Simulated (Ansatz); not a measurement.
One change: `C[N](C)[Y]([OH])[OH]` becomes `C[N](C)[Y]([OH])[O][SiH3]`.

Ansatz, PBE0-D4/def2-TZVP geometries, multiplicity 1. Each molecule was computed in one conformer, which needn't be the lowest.

Elements past krypton have def2 core potentials.

```csv
property,`C[N](C)[Y]([OH])[OH]`
LUMO energy (PBE/def2-TZVPP) / eV,-2.03
HOMO energy (PBE0/def2-TZVPP) / eV,-5.61
HOMO energy (ωB97M-V/def2-TZVPP) / eV,-7.86
HOMO–LUMO gap (PBE0/def2-TZVPP) / eV,4.33
HOMO–LUMO gap (PBE/def2-TZVPP) / eV,2.41
size of the dipole moment (PBE/def2-TZVPP) / D,1.04
```

Give the same properties after the change, and the shifts. (Estimate.)

Ansatz gave: 
```tsv
property	`C[N](C)[Y]([OH])[O][SiH3]`	shift
LUMO energy (PBE/def2-TZVPP) / eV	-2.33	-0.30
HOMO energy (PBE0/def2-TZVPP) / eV	-5.90	-0.29
HOMO energy (ωB97M-V/def2-TZVPP) / eV	-8.15	-0.29
HOMO–LUMO gap (PBE0/def2-TZVPP) / eV	4.34	0.01
HOMO–LUMO gap (PBE/def2-TZVPP) / eV	2.41	0.00
size of the dipole moment (PBE/def2-TZVPP) / D	1.94	0.90
```

Dipoles are sizes alone; their direction can turn.
